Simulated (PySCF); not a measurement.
Geometry:
```tsv
atom	x (Å)	y (Å)	z (Å)
C1	-2.397	0.031	0.566
S2	-1.604	-0.744	-0.858
C3	0.082	-0.815	-0.236
O4	0.617	0.460	-0.032
Si5	2.220	0.743	0.337
H6	-3.442	0.226	0.289
H7	-1.904	0.986	0.799
H8	-2.379	-0.627	1.448
H9	0.643	-1.385	-1.000
H10	0.096	-1.399	0.705
H11	3.107	0.176	-0.727
H12	2.588	0.111	1.643
H13	2.378	2.219	0.418
```

Geometry: PBE0-D3(BJ)/def2-SVP; GIAO shifts from PySCF 2.14, gas phase, non-relativistic, averaged over equivalent atoms.

At PBE0/STO-3G (41 basis functions, 3.5 s wall time on 1 thread of an Arm Neoverse V1, shared host):
```
      atoms  δ (ppm)
         C3     62.5
         C1     21.7
         S2    -85.9
         O4    -88.1
        Si5    -41.8
H11/H12/H13     2.28
     H9/H10     1.55
   H6/H7/H8     0.82
```

δ = σ(ref) − σ, references computed at the same level: 13C (234.69 ppm) and 29Si (517.60 ppm) and 1H (32.60 ppm) vs TMS; 33S (624.80 ppm) vs CS2; 17O (341.71 ppm) vs H2O.

Estimate the result of repeating the calculation with B97-D/pcSseg-1.

## Answers


```json
{"atoms": "C3", "δ at B97-D/pcSseg-1": "76.5", "change": "+14.0"}
{"atoms": "C1", "δ at B97-D/pcSseg-1": "19.0", "change": "-2.7"}
{"atoms": "S2", "δ at B97-D/pcSseg-1": "32.4", "change": "+118.3"}
{"atoms": "O4", "δ at B97-D/pcSseg-1": "34.0", "change": "+122.1"}
{"atoms": "Si5", "δ at B97-D/pcSseg-1": "-37.3", "change": "+4.5"}
{"atoms": "H11/H12/H13", "δ at B97-D/pcSseg-1": "4.72", "change": "+2.44"}
{"atoms": "H9/H10", "δ at B97-D/pcSseg-1": "4.74", "change": "+3.19"}
{"atoms": "H6/H7/H8", "δ at B97-D/pcSseg-1": "2.18", "change": "+1.36"}
```

Shifts are taken against calculated references (same method and geometry level): 13C (σ = 179.17 ppm), 29Si (σ = 347.23 ppm), 1H (σ = 31.41 ppm) against TMS; 33S (σ = 497.29 ppm) against CS2; 17O (σ = 330.37 ppm) vs H2O.

The largest change is at O4 (oxygen bonded to C, Si). Cost: 139 basis functions, 17 s wall time on 1 thread of an Arm Neoverse V1, shared host.

Experimental scales use liquid or dissolved standards, which lie at an offset from isolated H2O (liquid H2O: subtract about 36 ppm).
